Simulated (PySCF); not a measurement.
One molecule, one basis, several functionals.

C2H5ClGeS.
SMILES: `C=C[S][GeH2][Cl]`

Torsions of this conformer, `[CH2:1]=[CH:2][S:3][GeH2:4][Cl:5]`: C1–C2–S3–Ge4 -29°, C2–S3–Ge4–Cl5 74°.

PySCF, def2-SVPD basis, density fitting, gas phase, PBE0-D3(BJ)/def2-SVP geometry; singlet excitations by full TDDFT with frozen cores, triplets by Tamm–Dancoff TDDFT and ionisation energies by ΔSCF, from the lowest of the holes tried. One functional is left out:

```json
{"functional": "LDA", "exact exchange (%)": "0", "HOMO energy (eV)": "-6.09", "LUMO energy (eV)": "-2.01", "lowest singlet excitation (eV)": "4.25", "lowest triplet excitation (eV)": "3.83", "dipole moment (D)": "1.781", "mean polarisability (au)": "95.0", "vertical ionisation energy (eV)": "9.01"}
{"functional": "PBE", "exact exchange (%)": "0", "HOMO energy (eV)": "-5.95", "LUMO energy (eV)": "-1.80", "lowest singlet excitation (eV)": "4.31", "lowest triplet excitation (eV)": "3.74", "dipole moment (D)": "1.747", "mean polarisability (au)": "93.7", "vertical ionisation energy (eV)": "8.81"}
{"functional": "B3LYP", "exact exchange (%)": "20", "HOMO energy (eV)": "-6.79", "LUMO energy (eV)": "-1.17", "lowest singlet excitation (eV)": "4.67", "lowest triplet excitation (eV)": "3.83", "dipole moment (D)": "1.800", "mean polarisability (au)": "91.3", "vertical ionisation energy (eV)": "8.91"}
{"functional": "BHandHLYP", "exact exchange (%)": "50", "HOMO energy (eV)": "-7.94", "LUMO energy (eV)": "0.00", "lowest singlet excitation (eV)": "5.24", "lowest triplet excitation (eV)": "3.81", "dipole moment (D)": "1.877", "mean polarisability (au)": "88.0", "vertical ionisation energy (eV)": "8.86"}
```

**Question.** Predict the row of PBE0 (25 % exact exchange) by straight lines through the other rows, and check it.

**Answer.** 
```csv
property,line,computed,computed − line,"B3LYP (20 %), for comparison"
HOMO energy (eV),-6.98,-7.02,-0.04,-6.79
LUMO energy (eV),-0.96,-0.90,+0.06,-1.17
lowest singlet excitation (eV),4.76,4.89,+0.13,4.67
lowest triplet excitation (eV),3.81,3.80,-0.01,3.83
dipole moment (D),1.818,1.825,+0.007,1.800
mean polarisability (au),91.0,90.1,-0.9,91.3
vertical ionisation energy (eV),8.89,8.92,+0.03,8.91
```
